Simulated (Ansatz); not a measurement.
Relaxation of CH6AlClGeO (11 atoms, charge 0, multiplicity 1), to a largest force component of 0.02 eV/Å in at most 50 steps.

These are results of RKS PBE0/def2-SVP in Ansatz 0.2.0, not measurements.

```xyz
11
Properties=species:S:1:pos:R:3
O -1.710 1.307 0.243
Ge -0.889 0.388 -1.000
C 0.911 0.076 -0.431
Al 1.016 -1.016 1.239
Cl 1.744 1.624 -0.112
H -1.964 0.721 0.952
H -1.578 -0.964 -1.206
H -0.825 1.190 -2.344
H 1.500 -0.448 -1.172
H 1.668 -2.448 1.279
H 0.193 -0.487 2.572
```

Where does it end, and by what steps?

The run converged. After 12 steps the energy has fallen by 0.413 eV; H10 moved furthest, 0.96 Å. Joined: Al4–Cl5.

| step | energy less start (eV) | largest force component (eV/Å) | accepted |
| --- | --- | --- | --- |
| 0 | 0.0000 | 1.479 | yes |
| 1 | -0.1674 | 0.546 | yes |
| 2 | -0.2074 | 0.273 | yes |
| 3 | -0.2596 | 0.589 | yes |
| 4 | -0.3271 | 0.704 | yes |
| 5 | -0.3643 | 0.585 | yes |
| 6 | -0.3924 | 0.347 | yes |
| 7 | -0.4071 | 0.148 | yes |
| 8 | -0.4102 | 0.087 | yes |
| 9 | -0.4093 | 0.119 | no |
| 10 | -0.4120 | 0.047 | yes |
| 11 | -0.4124 | 0.029 | yes |
| 12 | -0.4126 | 0.016 | yes |

```xyz
11
Properties=species:S:1:pos:R:3
O -1.774 1.206 0.274
Ge -0.973 0.432 -1.112
C 0.750 -0.292 -0.535
Al 1.054 -0.882 1.322
Cl 1.854 1.091 0.094
H -1.736 0.674 1.077
H -1.789 -0.772 -1.636
H -0.851 1.551 -2.154
H 1.315 -0.778 -1.344
H 2.282 -1.818 1.663
H -0.067 -0.469 2.372
```

The run took 53 s on 2 threads of Intel(R) Xeon(R) Platinum 8488C (Sapphire Rapids), with other jobs on the host, peak memory 0.36 GiB.
